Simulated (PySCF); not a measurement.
Gas-phase reaction: TiCl4 + 4 HBr = TiBr4 + 4 HCl

Energies from PySCF, thermal terms from the rigid-rotor harmonic-oscillator model, ideal gas at 1 bar. † marks an energy on the PBE0/def2-TZVP geometry and frequencies. CCSD(T) freezes the core. All species are closed-shell singlets. B3LYP is the form with VWN-RPA correlation. Br: all electrons, no relativistic terms. CCSD(T) isn't extrapolated to the basis-set limit. The harmonic model lacks anharmonicity and excited electronic states, which grow with temperature; levels with a mode under 35 cm⁻¹ are left out. Soft modes under 120 cm⁻¹ make the harmonic entropy rough for TiCl4, TiBr4. Warning, large T1 diagnostic: TiCl4 (CCSD(T)/def2-SVP†).

ΔH° and ΔS° at 298 K: B3LYP/def2-TZVP† 15 kJ, -1 J/K; BLYP/def2-TZVP† 18 kJ, -1 J/K; CCSD(T)/def2-SVP† 5 kJ, -1 J/K.

### Question
With the heat capacities included, give log10 K (1 bar) at 800, 1000, 1200, 1800, 2500 K from B3LYP/def2-TZVP†, BLYP/def2-TZVP†, CCSD(T)/def2-SVP†.

### Answer
| T (K) | B3LYP/def2-TZVP† | BLYP/def2-TZVP† | CCSD(T)/def2-SVP† |
|---|---|---|---|
| 800 | -1.0 | -1.2 | -0.4 |
| 1000 | -0.8 | -0.9 | -0.3 |
| 1200 | -0.6 | -0.8 | -0.2 |
| 1800 | -0.4 | -0.5 | -0.2 |
| 2500 | -0.3 | -0.4 | -0.1 |
